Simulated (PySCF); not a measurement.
# Frontier orbitals and the lowest excitations

Compound: C5H12O2Si.
Atom-mapped SMILES: `[SiH3:1][CH2:2][C@@H:3]1[CH2:4][CH2:5][O:6][CH2:7][O:8]1` (hydrogens: H9, H10, H11 on Si1; H12, H13 on C2; H14 on C3; H15, H16 on C4; H17, H18 on C5; H19, H20 on C7)

Geometry (PBE0-D3(BJ)/def2-SVP, Å), atoms numbered from 1 in this order:
```
atom  x, y, z in Å
Si1    2.8361    0.5312    0.1335
C2     1.4904   -0.7879    0.3307
C3     0.1006   -0.1897    0.4075
C4    -1.0382   -1.1965    0.2925
C5    -2.3595   -0.4483    0.1995
O6    -2.3087    0.5134   -0.8265
C7    -1.2534    1.3953   -0.6428
O8    -0.0139    0.7604   -0.6388
H9     4.1622   -0.0786    0.4694
H10    2.5882    1.6566    1.0879
H11    2.9141    1.0667   -1.2555
H12    1.5550   -1.4833   -0.5237
H13    1.6931   -1.3770    1.2398
H14   -0.0064    0.3487    1.3761
H15   -0.8895   -1.7930   -0.6225
H16   -1.0362   -1.8828    1.1543
H17   -3.1965   -1.1228   -0.0307
H18   -2.5816    0.0460    1.1694
H19   -1.3869    1.9502    0.3158
H20   -1.2574    2.0995   -1.4853
```

Method used: TDDFT B3LYP/def2-SVPD, vertical, gas phase, core orbitals frozen in the response in PySCF.

Frontier orbitals with the atoms that hold most of them (Löwdin shares over 4%, at most four atoms; ? is withheld):

```
orbital  ε (eV)                             atoms
 HOMO-3   -8.94   Si1 30%, H11 21%, H9 8%, H10 8%
 HOMO-2   -8.66    C2 26%, Si1 18%, O8 13%, C3 8%
 HOMO-1   -7.76    O6 30%, O8 26%, C7 10%, H19 8%
   HOMO       ?                                 ?
   LUMO    0.28                                 ?
 LUMO+1    0.63  C5 14%, Si1 13%, H18 10%, H17 9%
 LUMO+2    0.74   Si1 23%, H10 10%, H11 8%, C2 6%
```

**Question.** Which atoms hold the HOMO, and with what shares?

**Answer.** O6 (bonded to 2 C) 30%; O8 (bonded to 2 C) 28%; C4 (bonded to 2 C and 2 H) 12%; C3 (bonded to 2 C, O and H) 7%. By element: oxygen 58%, carbon 19% or more.

**Question.** Give the leading atoms of the LUMO.

**Answer.** Si1 (bonded to C and 3 H) 21%; C2 (bonded to C, Si and 2 H) 10%; H13 (bonded to C) 9%; H14 (bonded to C) 7%. By element: silicon 21%, hydrogen 16% or more, carbon 10% or more.

**Question.** What is the HOMO energy, and the HOMO–LUMO gap?

**Answer.** ε(HOMO) = -7.59 eV; the gap is 7.87 eV (0.2893 hartree).

**Question.** The HOMO–LUMO gap is 7.87 eV. Where does the response calculation put the lowest singlet, and from which orbitals?

**Answer.** S1 is at 7.05 eV (f = 0.0024), 0.82 eV below the gap, made of HOMO→LUMO (92%). Without the coupling terms of the response equations the lowest excitation would equal the gap.

**Question.** One configuration dominates each of S1, S2 and S5. Which, and how do the shares of the two leading atoms of either orbital change from the occupied to the empty one?

**Answer.** 
- S1 (7.05 eV, f 0.0024), HOMO→LUMO (92%): O6 30% → at most 7%, O8 28% → at most 7%, Si1 at most 8% → 21%, C2 at most 8% → 10%
- S2 (7.29 eV, f 0.023), HOMO-1→LUMO (70%): O6 30% → at most 7%, O8 26% → at most 7%, Si1 at most 9% → 21%, C2 at most 9% → 10%
- S5 (7.61 eV, f 0.028), HOMO-1→LUMO+1 (85%): O6 30% → at most 9%, O8 26% → at most 9%, C5 at most 9% → 14%, Si1 at most 9% → 13%

Löwdin shares depend on the basis, the more so with diffuse functions.

One conformer stands for the species.
